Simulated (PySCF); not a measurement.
**Ionisation energy of Co⁺ by level of theory**

Co⁺ [Ar] 3d8 (3F) → Co²⁺ [Ar] 3d7 (4F), as a difference of total energies. Computed with PySCF 2.14 in aug-cc-pVDZ-DK, with the spin-free X2C one-electron Hamiltonian (Gaussian nucleus). Correlated levels: valence: [Ar] frozen. The calculations carry no spin-orbit coupling.

```tsv
method	ionisation energy (eV)
UHF	14.248
LDA	18.086
PBE	17.697
PBE0	17.081
r2SCAN	17.257
B97-3	17.078
BP86	17.805
MN15	17.491
B2PLYP	17.022
MP2 (valence)	16.783
SCS-MP2 (valence)	16.645
```

Q: How much does correlation contribute at MP2 (valence)?

A: 16.783 − (14.248) = 2.535 eV, measured against UHF.

A first-order spin-orbit estimate (lowest level to lowest level, LS coupling) adds -0.012 eV.

Errors of the correlated levels include the incompleteness of this basis and the frozen core.

For comparison: 17.084 eV (measured; NIST Atomic Spectra Database, ionization energies).
